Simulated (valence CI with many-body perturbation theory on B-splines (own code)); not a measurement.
Dy⁵²⁺: electric-dipole lines

Calculated by valence CI with perturbative core correlation (CI+MBPT): four valence electrons over a frozen Dirac-Fock core [Ne], a basis of 11 s, 11 p, 9 d, 7 f, 5 g, 2 h, 1 i functions for each j, with the one-electron correlation potential Σ1 (screened to all orders), the two-electron term Σ2, the three-electron term Σ3, Breit, model QED; selected single and double excitations, second order for the rest (own B-spline code, finite nucleus).

No measured spectrum was set against this ion. As an estimate, large intervals hold to a few tenths of a per cent, small ones and those within an open d or f shell to about a per cent.

Lines 1 to 50 of 231 in falling wavelength, among levels below 860.61 eV, chosen from the strongest by gf and those to the six lowest levels. Wavelengths and rates use the calculated energies. Electric multipoles are in the length gauge, E1 and E2 with the static RPA response of the core. Weak lines are less certain than strong ones. Lines between different terms over intervals too small for the method are left out, as are lines whose strength nearly cancels. The highest levels of a list are the least certain.

Levels are named by their leading jj configuration (3d3/2^4 stands for four electrons in 3d with j = 3/2), which in mixed levels can hold well under half, so a name can repeat and another be missing. Letters in brackets count levels of one name in rising energy.

```tsv
λ vac (nm)	Upper	Lower	A (s⁻¹)	log gf	Branch %
55.03	(3s^2 3p3/2^2) J=2	(3s^2 3p1/2 3d3/2) J=2	1.01e+05	-4.64	0.1
25.81	(3s^2 3p3/2^2) J=2	(3s 3p1/2^2 3p3/2) J=1	1.16e+07	-3.24	10.2
18.85	(3s^2 3p3/2^2) J=0	(3s 3p1/2^2 3p3/2) J=1	3.04e+07	-3.79	22.6
17.02	(3s^2 3p3/2^2) J=2	(3s 3p1/2^2 3p3/2) J=2	1.66e+07	-3.44	14.6
12.63	(3s 3p1/2 3p3/2 3d3/2) J=3 [a]	(3s^2 3p3/2 3d3/2) J=2	1.64e+09	-1.56	4.4
10.95	(3s 3p1/2^2 3d3/2) J=2	(3s^2 3p1/2 3d3/2) J=1	5.62e+09	-1.30	14.7
10.87	(3s 3p1/2 3p3/2 3d3/2) J=4	(3s^2 3p3/2 3d3/2) J=3	6.37e+09	-0.99	40.8
10.86	(3s 3p1/2 3p3/2 3d5/2) J=4 [a]	(3s^2 3p3/2 3d5/2) J=4	1.99e+09	-1.50	52.0
10.03	(3s 3p1/2 3p3/2 3d5/2) J=4 [b]	(3s^2 3p3/2 3d5/2) J=3	4.49e+09	-1.21	2.6
9.951	(3s 3p1/2 3p3/2 3d3/2) J=2 [c]	(3s^2 3p3/2 3d3/2) J=2	5.03e+09	-1.43	0.9
9.395	(3s 3p1/2^2 3p3/2) J=2	(3s^2 3p1/2 3p3/2) J=2	8.10e+09	-1.27	44.1
9.291	(3s 3p1/2 3p3/2 3d3/2) J=2 [d]	(3s^2 3p3/2 3d3/2) J=1	5.56e+09	-1.44	0.4
9.287	(3s 3p1/2 3p3/2 3d5/2) J=5	(3s^2 3p3/2 3d5/2) J=4	1.52e+10	-0.67	100.0
9.191	(3s 3p1/2 3p3/2 3d3/2) J=2 [a]	(3s 3p1/2 3p3/2^2) J=2 [b]	4.20e+09	-1.58	1.6
9.188	(3s 3p1/2 3p3/2 3d5/2) J=3 [a]	(3s^2 3p3/2 3d5/2) J=2	6.67e+09	-1.23	2.3
9.122	(3s 3p1/2 3p3/2^2) J=3	(3s^2 3p3/2^2) J=2	9.76e+09	-1.07	5.8
9.106	(3s 3p1/2 3p3/2 3d5/2) J=4 [c]	(3s^2 3p3/2 3d5/2) J=3	8.36e+09	-1.03	1.5
8.932	(3s 3p1/2^2 3d5/2) J=3	(3s^2 3p1/2 3d5/2) J=3	1.16e+10	-1.01	8.0
8.900	(3s 3p1/2 3p3/2 3d3/2) J=1 [c]	(3s^2 3p3/2 3d3/2) J=1	9.70e+09	-1.46	0.8
8.876	(3s 3p1/2^2 3d5/2) J=3	(3s^2 3p1/2 3d5/2) J=2	1.86e+10	-0.81	12.8
8.845	(3s 3p1/2^2 3p3/2) J=2	(3s^2 3p1/2 3p3/2) J=1	1.03e+10	-1.22	55.9
8.826	(3s 3p1/2 3p3/2 3d3/2) J=3 [c]	(3s^2 3p3/2 3d3/2) J=3	1.09e+10	-1.05	1.2
8.820	(3s 3p1/2 3p3/2^2) J=1 [a]	(3s^2 3p3/2^2) J=0	7.54e+09	-1.58	1.5
8.785	(3s 3p1/2 3p3/2 3d5/2) J=1 [c]	(3s^2 3p3/2 3d5/2) J=1	1.13e+10	-1.41	2.2
8.660	(3s 3p1/2 3p3/2 3d5/2) J=2 [c]	(3s^2 3p3/2 3d5/2) J=1	1.01e+10	-1.25	0.9
8.639	(3s 3p1/2^2 3d3/2) J=1	(3s^2 3p1/2 3d3/2) J=2	2.32e+10	-1.11	59.2
8.608	(3s 3p1/2 3p3/2 3d5/2) J=3 [b]	(3s^2 3p3/2 3d5/2) J=2	9.26e+09	-1.14	2.3
8.366	(3s 3p1/2 3p3/2 3d5/2) J=2 [b]	(3s^2 3p3/2 3d5/2) J=2	1.34e+10	-1.15	2.9
8.290	(3s 3p1/2^2 3d3/2) J=2	(3s^2 3p1/2 3d3/2) J=2	1.75e+10	-1.04	45.9
8.240	(3s 3p1/2 3p3/2 3d5/2) J=2 [d]	(3s^2 3p3/2 3d5/2) J=1	9.14e+09	-1.33	0.6
8.240	(3s 3p1/2 3p3/2 3d5/2) J=3 [d]	(3s^2 3p3/2 3d5/2) J=3	1.56e+10	-0.95	1.8
8.220	(3s 3p1/2 3p3/2 3d3/2) J=2 [b]	(3s 3p1/2 3p3/2^2) J=2 [b]	8.12e+09	-1.39	1.7
8.218	(3s 3p1/2^2 3d5/2) J=2	(3s^2 3p1/2 3d5/2) J=3	2.59e+10	-0.88	16.1
8.204	(3s 3p1/2 3p3/2 3d5/2) J=2 [c]	(3s^2 3p3/2 3d5/2) J=3	5.38e+09	-1.57	0.5
8.171	(3s 3p1/2^2 3d5/2) J=2	(3s^2 3p1/2 3d5/2) J=2	6.64e+09	-1.48	4.1
8.156	(3s 3p1/2 3p3/2 3d3/2) J=2 [b]	(3s 3p1/2 3p3/2^2) J=1 [a]	6.15e+09	-1.51	1.3
8.093	(3s 3p1/2 3p3/2 3d5/2) J=4 [b]	(3s^2 3p3/2 3d5/2) J=4	5.40e+09	-1.32	3.1
7.907	(3s 3p1/2^2 3p3/2) J=1	(3s^2 3p1/2 3p3/2) J=2	3.09e+10	-1.06	8.6
7.831	(3s 3p1/2 3p3/2^2) J=1 [a]	(3s^2 3p3/2^2) J=2	1.16e+10	-1.49	2.3
7.827	(3s 3p1/2 3p3/2 3d5/2) J=2 [d]	(3s^2 3p3/2 3d5/2) J=3	1.15e+10	-1.28	0.8
7.823	(3s 3p1/2 3p3/2 3d3/2) J=2 [a]	(3s 3p1/2 3p3/2^2) J=3	1.71e+10	-1.11	6.7
7.773	(3s 3p1/2 3p3/2^2) J=2 [b]	(3s^2 3p3/2^2) J=2	1.77e+10	-1.10	2.7
7.748	(3p1/2^2 3p3/2^2) J=0	(3s 3p1/2 3p3/2^2) J=1 [a]	5.58e+10	-1.30	9.0
7.574	(3s 3p1/2 3p3/2 3d5/2) J=3 [c]	(3s^2 3p3/2 3d5/2) J=4	2.22e+10	-0.87	2.8
7.514	(3s 3p1/2^2 3p3/2) J=1	(3s^2 3p1/2 3p3/2) J=1	9.67e+09	-1.61	2.7
7.486	(3s 3p1/2 3p3/2 3d3/2) J=2 [e]	(3s^2 3p3/2 3d3/2) J=3	2.38e+10	-1.00	1.2
7.478	(3s 3p1/2 3p3/2 3d5/2) J=4 [c]	(3s^2 3p3/2 3d5/2) J=4	1.41e+10	-0.97	2.4
7.349	(3s 3p1/2 3p3/2^2) J=1 [b]	(3s^2 3p3/2^2) J=2	1.37e+10	-1.48	1.0
7.336	(3s 3p1/2^2 3d3/2) J=1	(3s 3p1/2^2 3p3/2) J=1	1.13e+10	-1.56	28.8
7.161	(3s 3p1/2 3p3/2 3d3/2) J=2 [a]	(3s 3p1/2 3p3/2^2) J=2 [a]	1.26e+10	-1.31	4.9
```
